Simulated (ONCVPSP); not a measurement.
# Potentials for chlorine compared

Generated with ld1.x 7.5 (TM, RRKJ, ultrasoft, PAW), atompaw 4.2 or ONCVPSP 4.0.1. The cutoff is in Ry: for ld1.x and atompaw files where the sum of valence levels is converged to 10 mRy in a Bessel basis, for ONCV files where the hardest occupied wave has 1 mHa per electron of residual kinetic energy. The error is the largest all-electron minus pseudo excitation energy over each file’s own four to seven test configurations (ionisations up to +4, promotions, holes and added fractions of an electron), all of which were solved. The labels leave out finer settings (local radius, basis sizes, second energies), which also bear on the numbers. Spin-polarised tests are not counted. The rows are a selection from randomly drawn settings: files with unsolved tests, undetermined cutoffs or missed reference levels are left out.

A true bound ghost makes a file unfit for plane-wave use even where its test errors are small: the radial tests pick states by their node count and pass the ghost by.

```csv
potential,cutoff (Ry),largest error (meV),bound ghosts
"ONCV, PBEsol, non-relativistic, rc 0.60/0.65/0.70 (spd), local smoothed, core correction yes, reference 2s2 2p6 3s1 3p6, qcut 25/20.2/17.4, projectors 3/2/2",370,+27,none
"ONCV, PBEsol, scalar-relativistic, rc 1.35/1.05 (sp), local smoothed, core correction yes, reference 3s1 3p6, qcut 5.9/7.6, projectors 2/3",92,+7.0,p
"ONCV, PBE, scalar-relativistic, rc 0.65/0.70/0.60 (spd), local smoothed, core correction no, reference 2s2 2p6 3s2 3p4, qcut 23.2/21.6/17.4, projectors 2/2/2",355,+5.1,none
"ONCV, LDA (Perdew-Wang 92), scalar-relativistic, rc 1.35/1.35/1.20 (spd), local smoothed, core correction no, reference 3s2 3p3, qcut 5.7/5.6/6.7, projectors 2/2/3",33,+25,d
"ONCV, LDA (Perdew-Zunger), scalar-relativistic, rc 1.35/1.50 (sp), local smoothed, core correction yes, reference 3s2 3p5, qcut 5.4/6.3, projectors 2/2",34,+44,none
"ONCV, PBE, scalar-relativistic, rc 1.30/1.05/1.30 (spd), local smoothed, core correction no, reference 3s1.75 3p5.25, qcut 4.6/8.7/6.4, projectors 2/1/1",82,+20,none
```

Problem. Fill in the row for Cl: ONCV, PBE, scalar-relativistic, rc 0.75/0.55 (sp), local smoothed, core correction yes, reference 2s2 2p6 3s2 3p5, qcut 17.8/22.1, projectors 2/2.

Solution. cutoff 445 Ry, largest error -449 meV, bound ghosts: none.

Problem. Fill in the row for Cl: ONCV, PBE, scalar-relativistic, rc 1.40/1.25/1.15 (spd), local smoothed, core correction yes, reference 3s1.75 3p5.25, qcut 4.2/7.5/9.8, projectors 2/2/2.

Solution. cutoff 136 Ry, largest error +16 meV, bound ghosts: none.
